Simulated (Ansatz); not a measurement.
B9P9H24, a nanocrystal cut from wurtzite BP (hydrogen-capped). The state is a singlet with charge 0. Geometry PBE-D4/def2-SVP; atoms count from 1.

```xyz
42

B    -1.354   -2.183    2.923
P    -0.905   -3.368    1.423
P    -0.910   -0.390    2.269
B     0.999   -0.206    1.871
B    -0.201   -2.489   -0.174
P     1.379   -1.453    0.367
P     1.451    1.587    1.226
B     3.364    1.766    0.840
B     2.128   -0.539   -1.204
P     3.686    0.479   -0.608
B    -2.001    0.117    0.723
P    -1.516   -1.141   -0.739
P    -1.570    1.913    0.070
B     0.344    2.079   -0.313
B    -0.854   -0.218   -2.344
P     0.746    0.752   -1.739
B    -2.672    2.418   -1.469
P    -2.192    1.111   -2.854
H    -0.642   -2.473    3.875
H    -2.556   -2.266    3.137
H     0.016   -4.395    1.795
H    -2.008   -4.183    1.022
H    -1.210    0.537    3.315
H     1.681   -0.510    2.838
H     0.060   -3.268   -1.076
H     2.361   -2.398    0.800
H     1.136    2.502    2.278
H     4.023    1.428    1.814
H     3.606    2.890    0.422
H     2.381   -1.325   -2.102
H     4.720   -0.455   -0.289
H     4.274    1.088   -1.760
H    -3.193    0.015    0.974
H    -2.692   -1.854   -1.132
H    -1.866    2.825    1.130
H     0.616    3.203   -0.708
H    -0.590   -1.005   -3.238
H     1.256    1.452   -2.877
H    -3.858    2.282   -1.201
H    -2.359    3.533   -1.863
H    -3.329    0.410   -3.362
H    -1.748    1.733   -4.062
```

Single mean-field runs in def2-TZVP are fitted with def2-universal-jkfit.

Estimate the Mulliken populations of the heavy atoms from the PBE0/def2-TZVP orbitals of Ansatz.


```json
{"atom": "B1", "charge (e)": "-0.29"}
{"atom": "P2", "charge (e)": "0.01"}
{"atom": "P3", "charge (e)": "0.01"}
{"atom": "B4", "charge (e)": "-0.05"}
{"atom": "B5", "charge (e)": "-0.02"}
{"atom": "P6", "charge (e)": "-0.11"}
{"atom": "P7", "charge (e)": "0.01"}
{"atom": "B8", "charge (e)": "-0.29"}
{"atom": "B9", "charge (e)": "-0.02"}
{"atom": "P10", "charge (e)": "0.01"}
{"atom": "B11", "charge (e)": "-0.05"}
{"atom": "P12", "charge (e)": "-0.11"}
{"atom": "P13", "charge (e)": "0.01"}
{"atom": "B14", "charge (e)": "-0.05"}
{"atom": "B15", "charge (e)": "-0.02"}
{"atom": "P16", "charge (e)": "-0.11"}
{"atom": "B17", "charge (e)": "-0.29"}
{"atom": "P18", "charge (e)": "0.01"}
```
Mulliken values and Mayer orders depend strongly on the basis.

And the Mayer bond orders between bonded heavy atoms (over 0.3)?

B1–P2 0.89 (1.96 Å); B1–P3 0.92 (1.96 Å); P2–B5 0.88 (1.95 Å); P3–B4 0.87 (1.96 Å); P3–B11 0.87 (1.96 Å); B4–P6 0.84 (1.99 Å); B4–P7 0.87 (1.96 Å); B5–P6 0.84 (1.97 Å); B5–P12 0.84 (1.97 Å); P6–B9 0.84 (1.97 Å); P7–B8 0.92 (1.96 Å); P7–B14 0.87 (1.96 Å); B8–P10 0.89 (1.96 Å); B9–P10 0.88 (1.95 Å); B9–P16 0.84 (1.97 Å); B11–P12 0.84 (1.99 Å); B11–P13 0.87 (1.96 Å); P12–B15 0.84 (1.97 Å); P13–B14 0.87 (1.96 Å); P13–B17 0.92 (1.96 Å); B14–P16 0.84 (1.99 Å); B15–P16 0.84 (1.97 Å); B15–P18 0.88 (1.95 Å); B17–P18 0.89 (1.96 Å).
